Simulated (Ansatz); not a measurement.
Born–Oppenheimer molecular dynamics of C₃H₇AlO (12 atoms, charge 0, multiplicity 1). It starts from a relaxed structure.

Method: RKS B3LYP-D4/STO-3G in Ansatz 0.2.0.

| Item | Value |
| --- | --- |
| ensemble | NVT, Nosé–Hoover chain |
| time step | 0.5 fs |
| steps asked | 160 |
| set temperature | 500 K |
| thermostat | time constant 100 fs, chain length 3 (defaults) |
| seed | 26640 |

First frame:

```xyz
12
Properties=species:S:1:pos:R:3
C -0.482 0.208 1.701
C -0.112 0.075 0.417
C -0.081 1.333 -0.480
Al 0.361 -1.641 -0.282
O 0.788 -1.786 -1.918
H -0.525 -0.646 2.391
H -0.766 1.171 2.151
H 0.934 1.513 -0.876
H -0.749 1.218 -1.352
H -0.394 2.236 0.066
H 0.381 -2.886 0.542
H 0.723 -0.851 -2.326
```

(1) How far do the bonds stretch over the last three quarters of this one trajectory? (Pairs bonded in most of those frames.)

## Answers

(1) 
| bond | mean (Å) | spread (Å) | shortest | longest |
| --- | --- | --- | --- | --- |
| C1–C2 | 1.346 | 0.010 | 1.33 | 1.37 |
| C1–H6 | 1.100 | 0.019 | 1.07 | 1.13 |
| C1–H7 | 1.102 | 0.018 | 1.07 | 1.13 |
| C2–C3 | 1.554 | 0.015 | 1.53 | 1.59 |
| C2–Al4 | 1.922 | 0.038 | 1.86 | 1.99 |
| C3–H8 | 1.106 | 0.014 | 1.08 | 1.13 |
| C3–H9 | 1.106 | 0.015 | 1.08 | 1.14 |
| C3–H10 | 1.102 | 0.009 | 1.08 | 1.12 |
| Al4–O5 | 1.697 | 0.011 | 1.68 | 1.72 |
| Al4–H11 | 1.505 | 0.052 | 1.42 | 1.58 |
| O5–H12 | 1.024 | 0.013 | 1.00 | 1.05 |

Mean temperature of the second half: 305 K. The conserved energy stayed within 0.23 meV per atom of its start (net change 0.1 meV per atom), so the integration is sound. The mean temperature of the second half is 39 % below the set value. A run of 0.08 ps of so small a system gives no equilibrium averages. Limits of this set-up: minimal basis.

Time of the run: 17 min on 1 CPU thread of a shared host.
